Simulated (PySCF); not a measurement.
PySCF input file for ZrCl₃, SMILES [Cl][Zr+]([Cl])[Cl], charge +1, multiplicity 1, TDDFT-PBE/def2-SVPD. The structure is a stationary point at B3LYP-D3(BJ)/def2-SVP. The multiplicity is an assumed one; other spin states were not compared. The isomer is the one that the SMILES or the coordinates give; other isomers of the formula were not compared. The def2 effective core potentials stand for the cores of Zr; spin–orbit coupling is left out.

```python
import numpy as np
from pyscf import gto, scf, dft, tdscf

mol = gto.M(
    atom='''
    Zr    0.00000000   -0.00000000    0.42844295
    Cl    1.85468935    1.07080540   -0.33603369
    Cl   -0.00000000   -2.14161080   -0.33603369
    Cl   -1.85468935    1.07080540   -0.33603369
    ''',
    basis='def2-SVPD',
    ecp={'Zr': 'def2-svp'},
    charge=1,
    spin=0,
    symmetry=True,
    max_memory=1600,
    verbose=4,
)
mf = dft.RKS(mol, xc='pbe').density_fit(auxbasis='def2-universal-jkfit')
mf.grids.level = 3
mf.conv_tol = 1e-9
mf.max_cycle = 100
mf.kernel()
mf.grids = dft.Grids(mol).set(level=1).build(with_non0tab=True)  # coarser grid for the response kernel
td = tdscf.TDDFT(mf)
td.singlet = True
td.nstates = 10
td.conv_tol = 1e-4
td.positive_eig_threshold = 1e-6
td.kernel(x0=td.get_init_guess(mf, 15))
td.analyze()
tt = tdscf.TDA(mf)
tt.singlet = False
tt.nstates = 4
tt.conv_tol = 1e-4
tt.positive_eig_threshold = 1e-6
tt.kernel(x0=tt.get_init_guess(mf, 9))
tt.analyze(verbose=3)
```

Output:

```
PySCF version 2.14.0

[INPUT] verbose = 4
[INPUT] num. atoms = 4
[INPUT] num. electrons = 62
[INPUT] charge = 1
[INPUT] spin (= nelec alpha-beta = 2S) = 0
[INPUT] symmetry True subgroup None
[INPUT] Mole.unit = angstrom
[INPUT] Symbol           X                Y                Z      unit          X                Y                Z       unit  Magmom
[INPUT]  1 Zr     0.000000000000   0.000000000000   0.428442950000 AA    0.000000000000   0.000000000000   0.809639835501 Bohr   0.0
[INPUT]  2 Cl     1.854689350000   1.070805400000  -0.336033690000 AA    3.504854917648   2.023528938705  -0.635011642727 Bohr   0.0
[INPUT]  3 Cl     0.000000000000  -2.141610800000  -0.336033690000 AA    0.000000000000  -4.047057877411  -0.635011642727 Bohr   0.0
[INPUT]  4 Cl    -1.854689350000   1.070805400000  -0.336033690000 AA   -3.504854917648   2.023528938705  -0.635011642727 Bohr   0.0

nuclear repulsion = 266.104791636117
point group symmetry = C3v, use subgroup Cs
symmetry origin: [ 0.00000000e+00  0.00000000e+00 -3.94558209e-09]
symmetry axis x: [-1.82552181e-09  1.00000000e+00 -8.32588226e-17]
symmetry axis y: [0.00000000e+00 8.32588226e-17 1.00000000e+00]
symmetry axis z: [ 1.00000000e+00  1.82552181e-09 -1.51990796e-25]
num. orbitals of irrep A' = 69
num. orbitals of irrep A" = 46
number of shells = 45
number of NR pGTOs = 195
number of NR cGTOs = 115
basis = def2-SVPD
ecp = {'Zr': 'def2-svp'}


******** <class 'pyscf.df.df_jk.DFSymAdaptedRKS'> ********
method = DFSymAdaptedRKS
initial guess = minao
damping factor = 0
level_shift factor = 0
DIIS = <class 'pyscf.scf.diis.CDIIS'>
diis_start_cycle = 1
diis_space = 8
diis_damp = 0
SCF conv_tol = 1e-09
SCF conv_tol_grad = None
SCF max_cycles = 100
direct_scf = False
XC library pyscf.dft.libxc version 7.1.2
    S. Lehtola, C. Steigemann, M. J. T. Oliveira, and M. A. L. Marques,  SoftwareX 7, 1–5 (2018)
XC functionals = pbe
    J. P. Perdew, K. Burke, and M. Ernzerhof,  Phys. Rev. Lett. 77, 3865 (1996)
    J. P. Perdew, K. Burke, and M. Ernzerhof,  Phys. Rev. Lett. 78, 1396 (1997)
    J. P. Perdew, K. Burke, and M. Ernzerhof,  Phys. Rev. Lett. 77, 3865 (1996)
    J. P. Perdew, K. Burke, and M. Ernzerhof,  Phys. Rev. Lett. 78, 1396 (1997)
radial grids:
    Treutler-Ahlrichs [JCP 102, 346 (1995); DOI:10.1063/1.469408] (M4) radial grids

becke partition: Becke, JCP 88, 2547 (1988); DOI:10.1063/1.454033
pruning grids: <function nwchem_prune>
grids dens level: 3
symmetrized grids: True
atomic radii adjust function: <function treutler_atomic_radii_adjust>
small_rho_cutoff = 0
Freeze 0 electrons in irreps []
    62 free electrons in irreps A' A"
Set gradient conv threshold to 3.16228e-05
Initial guess from minao.
tot grids = 79032
init E= -1421.03887556041
HOMO (A") = -0.50861162276366  LUMO (A') = -0.454027792800509  gap/eV = 1.48530
cycle= 1 E= -1425.11864840686  delta_E= -4.08  |g|= 2.47  |ddm|= 4.88
HOMO (A") = -0.429888440449559  LUMO (A') = -0.145244435474736  gap/eV = 7.74556
cycle= 2 E= -1423.50406443602  delta_E= 1.61  |g|= 3.11  |ddm|= 5.44
HOMO (A") = -0.478611105367886  LUMO (A') = -0.310465795745891  gap/eV = 4.57547
cycle= 3 E= -1426.55912473655  delta_E= -3.06  |g|= 0.391  |ddm|= 3.52
HOMO (A") = -0.482117031112647  LUMO (A') = -0.382205852976547  gap/eV = 2.71872
cycle= 4 E= -1426.58448647488  delta_E= -0.0254  |g|= 0.299  |ddm|= 0.963
HOMO (A") = -0.496705392539984  LUMO (A') = -0.371299899548765  gap/eV = 3.41246
cycle= 5 E= -1426.60993192324  delta_E= -0.0254  |g|= 0.0588  |ddm|= 0.353
HOMO (A") = -0.48963905676727  LUMO (A') = -0.365185399765056  gap/eV = 3.38656
cycle= 6 E= -1426.6108002646  delta_E= -0.000868  |g|= 0.0105  |ddm|= 0.0831
HOMO (A") = -0.489221985008752  LUMO (A') = -0.36428552490783  gap/eV = 3.39969
cycle= 7 E= -1426.61083270553  delta_E= -3.24e-05  |g|= 0.00259  |ddm|= 0.0127
HOMO (A") = -0.489341315575384  LUMO (A') = -0.364312887589167  gap/eV = 3.40220
cycle= 8 E= -1426.61083448223  delta_E= -1.78e-06  |g|= 0.000667  |ddm|= 0.00317
HOMO (A") = -0.489343594994937  LUMO (A') = -0.364366696590843  gap/eV = 3.40079
cycle= 9 E= -1426.61083462711  delta_E= -1.45e-07  |g|= 2.72e-05  |ddm|= 0.00068
HOMO (A") = -0.489344235959224  LUMO (A') = -0.36436639097893  gap/eV = 3.40082
cycle= 10 E= -1426.61083462695  delta_E= 1.63e-10  |g|= 3.42e-05  |ddm|= 7.96e-05
HOMO (A") = -0.489344393538943  LUMO (A') = -0.364366353238545  gap/eV = 3.40083
cycle= 11 E= -1426.61083462737  delta_E= -4.23e-10  |g|= 3.65e-06  |ddm|= 4.7e-05
HOMO (A") = -0.489344244465447  LUMO (A') = -0.364367512061797  gap/eV = 3.40079
Extra cycle  E= -1426.61083462732  delta_E= 5.55e-11  |g|= 1.39e-05  |ddm|= 1.81e-05
converged SCF energy = -1426.61083462732
tot grids = 27160
Overwritten attributes  positive_eig_threshold  of <class 'pyscf.tdscf.rks.CasidaTDDFT'>


******** <class 'pyscf.tdscf.rks.CasidaTDDFT'> for <class 'pyscf.df.df_jk.DFSymAdaptedRKS'> ********
nstates = 10 singlet
deg_eia_thresh = 1.000e-03
wfnsym = None
conv_tol = 0.0001
eigh lindep = 1e-12
eigh level_shift = 0
eigh max_cycle = 100


Excitation energies (eV)
[3.41522498 3.79569395 3.79569904 4.15522309 4.15522465 4.25680291
 4.43947037 4.43960449 4.46392992 4.52175226]

** Singlet excitation energies and oscillator strengths **
Excited State   1:   A"      3.41522 eV    363.03 nm  f=0.0000
      31 -> 32       -0.70671
Excited State   2:   A'      3.79569 eV    326.64 nm  f=0.0062
      30 -> 32       -0.69046
      31 -> 33        0.11190
Excited State   3:   A"      3.79570 eV    326.64 nm  f=0.0062
      29 -> 32       -0.69047
      31 -> 34        0.11188
Excited State   4:   A'      4.15522 eV    298.38 nm  f=0.0047
      29 -> 33       -0.11457
      30 -> 34       -0.11460
      31 -> 33        0.67816
Excited State   5:   A"      4.15522 eV    298.38 nm  f=0.0047
      29 -> 34       -0.11457
      30 -> 33        0.11456
      31 -> 34       -0.67816
Excited State   6:   A'      4.25680 eV    291.26 nm  f=0.0038
      26 -> 34       -0.10532
      27 -> 33        0.10524
      28 -> 32       -0.68301
Excited State   7:   A"      4.43947 eV    279.28 nm  f=0.0000
      27 -> 32       -0.61322
      29 -> 34        0.24124
      30 -> 33       -0.24182
Excited State   8:   A'      4.43960 eV    279.27 nm  f=0.0000
      26 -> 32        0.61311
      29 -> 33        0.24165
      30 -> 34        0.24166
Excited State   9:   A"      4.46393 eV    277.75 nm  f=0.0000
      29 -> 34       -0.49941
      30 -> 33       -0.49910
Excited State  10:   A'      4.52175 eV    274.20 nm  f=0.0074
      29 -> 33        0.48911
      30 -> 34       -0.48895

** Transition electric dipole moments (AU) **
state          X           Y           Z        Dip. S.      Osc.
  1         0.0000     -0.0000     -0.0000      0.0000      0.0000
  2         0.0000      0.2591      0.0000      0.0671      0.0062
  3        -0.2591      0.0000     -0.0000      0.0672      0.0062
  4        -0.0000     -0.2142      0.0000      0.0459      0.0047
  5        -0.2142      0.0000      0.0000      0.0459      0.0047
  6        -0.0000     -0.0001     -0.1913      0.0366      0.0038
  7        -0.0186      0.0000     -0.0000      0.0003      0.0000
  8        -0.0000     -0.0188     -0.0000      0.0004      0.0000
  9         0.0000     -0.0000      0.0000      0.0000      0.0000
 10        -0.0000     -0.0001      0.2576      0.0664      0.0074

WARN: ECP detected. Skipping calculation of transition velocity and magnetic dipole moments, which have not yet been implemented.

Overwritten attributes  positive_eig_threshold  of <class 'pyscf.tdscf.rks.TDA'>


******** <class 'pyscf.tdscf.rks.TDA'> for <class 'pyscf.df.df_jk.DFSymAdaptedRKS'> ********
nstates = 4 triplet
deg_eia_thresh = 1.000e-03
wfnsym = None
conv_tol = 0.0001
eigh lindep = 1e-12
eigh level_shift = 0
eigh max_cycle = 100


Excitation energies (eV)
[3.37412196 3.66690879 3.66704113 3.91888641]

** Triplet excitation energies and oscillator strengths **
Excited State   1:   A"      3.37412 eV    367.46 nm  f=0.0000
Excited State   2:   A"      3.66691 eV    338.12 nm  f=0.0000
Excited State   3:   A'      3.66704 eV    338.10 nm  f=0.0000
Excited State   4:   A'      3.91889 eV    316.38 nm  f=0.0000
```

The calculation finished and met its thresholds.

Cost: about 20 core-seconds (a rough figure).
